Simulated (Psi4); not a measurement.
C$_{4}$H$_{8}$O$_{2}$, charge +1, doublet, geometry from GFN2-xTB (a state made from the parent by changing its charge; the spin is typed, not shown lowest). Base run: MP2/6-31G* (Psi4).

Psi4 was given this input:
```
memory 2 GB

molecule mol {
1 2
  C     1.248381    0.566331    0.054906
  C     0.951091   -0.880577    0.449678
  O    -0.158291   -1.417232   -0.192638
  C    -1.105630   -0.503052   -0.637749
  C    -1.093843    0.817298    0.133165
  O     0.158291    1.417232    0.192638
  H     2.077646    0.996447    0.627594
  H     1.557194    0.557127   -1.010086
  H     1.797798   -1.550144    0.261476
  H     0.764933   -0.888897    1.542808
  H    -0.893584   -0.262962   -1.699375
  H    -2.082467   -0.998583   -0.607913
  H    -1.792978    1.552281   -0.281158
  H    -1.428542    0.594732    1.166653
}

set basis 6-31g*
set reference uhf
set freeze_core true

energy('mp2')
print_variables()
```

Variants of this job, named by their change:

| change | basis functions | E (Eh) | MP2 correlation (Eh) | core-seconds (rough) |
|---|---|---|---|---|
| base | 106 | -306.35080 | -0.89335 | 5 |
| basis = 6-31G | [?] | [?] | [?] | 4 |
| basis = cc-pVDZ | [?] | [?] | [?] | 5 |
| basis = 6-31G** | 130 | [?] | [?] | 5 |
| basis = 6-31+G* | 130 | -306.36369 | -0.90159 | 6 |
| basis = 6-311G** | 156 | -306.53275 | -0.99630 | 9 |
| basis = def2-SVPD | 190 | -306.22030 | -0.97447 | 9 |
| basis = aug-pcseg-1 | 210 | -306.36935 | -0.97152 | 10 |
| basis = aug-cc-pVDZ | 210 | -306.48364 | -0.98205 | 10 |
| basis = def2-TZVP | 234 | -306.71552 | -1.13509 | 10 |
| basis = pcseg-2 | 292 | -306.70876 | -1.14277 | 20 |
| basis = cc-pVTZ | 292 | -306.73246 | -1.15985 | 20 |
| basis = def2-TZVPD | [?] | [?] | [?] | 20 |

Q: What belongs in the gaps?

A: 
- basis = 6-31G, basis functions: 70
- basis = 6-31G, E (Eh): -305.93055
- basis = 6-31G, MP2 correlation (Eh): -0.62126
- basis = cc-pVDZ, basis functions: 124
- basis = cc-pVDZ, E (Eh): -306.42219
- basis = cc-pVDZ, MP2 correlation (Eh): -0.94101
- basis = 6-31G**, E (Eh): -306.41064
- basis = 6-31G**, MP2 correlation (Eh): -0.93991
- basis = def2-TZVPD, basis functions: 300
- basis = def2-TZVPD, E (Eh): -306.72282
- basis = def2-TZVPD, MP2 correlation (Eh): -1.14148

Totals compare only among sets that treat the same electrons; sets with core potentials leave the core out.

Open shells are given as the SCF converged; they aren't shown to be the lowest states, and a large step between rows can be another state.
